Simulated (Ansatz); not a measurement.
`O/C([SiH3])=C\I` and `O/C([SiH3])=C/[SiH3]` differ in one atom or group.

Ansatz, PBE0-D4/def2-TZVP geometries, multiplicity 1. Each molecule was computed in one conformer, which needn't be the lowest.

Elements past krypton have def2 core potentials.  Spin–orbit coupling is left out; it splits and shifts lone-pair levels of the heavy atoms by tenths of an eV.

```
                                                                                  property  `O/C([SiH3])=C\I`
                                                     HOMO–LUMO gap (B3LYP/def2-TZVPP) / eV               5.53
                                                         LUMO energy (PBE/def2-TZVPP) / eV              -1.72
                                                     HOMO energy (ωB97M-V/def2-TZVPP) / eV              -8.90
                                                         HOMO energy (PBE/def2-TZVPP) / eV              -5.69
                                          size of the dipole moment (B3LYP/def2-TZVPP) / D               0.56
ideal-gas entropy at 298 K and 1 bar (rigid rotor, harmonic PBE0-D4/def2-TZVP) / J/(mol·K)                359
```

Problem. What does the change do to each property? (Estimate.)

Solution. The calculation gave: 
| property | `O/C([SiH3])=C/[SiH3]` | shift |
| --- | --- | --- |
| HOMO–LUMO gap (B3LYP/def2-TZVPP) / eV | 5.98 | 0.45 |
| LUMO energy (PBE/def2-TZVPP) / eV | -1.63 | 0.09 |
| HOMO energy (ωB97M-V/def2-TZVPP) / eV | -9.31 | -0.41 |
| HOMO energy (PBE/def2-TZVPP) / eV | -5.96 | -0.27 |
| size of the dipole moment (B3LYP/def2-TZVPP) / D | 1.23 | 0.67 |
| ideal-gas entropy at 298 K and 1 bar (rigid rotor, harmonic PBE0-D4/def2-TZVP) / J/(mol·K) | 366 | 7 |

With PBE0 the HOMO falls by 0.32 eV and the LUMO rises by 0.08 eV, so the gap widens by about 0.40 eV. PBE moves the HOMO by -0.27 eV and ωB97M-V by -0.41 eV. The zero-point energy changes by 65.3 kJ/mol with +9 modes. Dipoles are sizes alone; their direction can turn.

Positive LUMOs are unbound, so they and the gaps depend on the basis.

B3LYP here is the variant with VWN-RPA as its local correlation; programs differ in this.
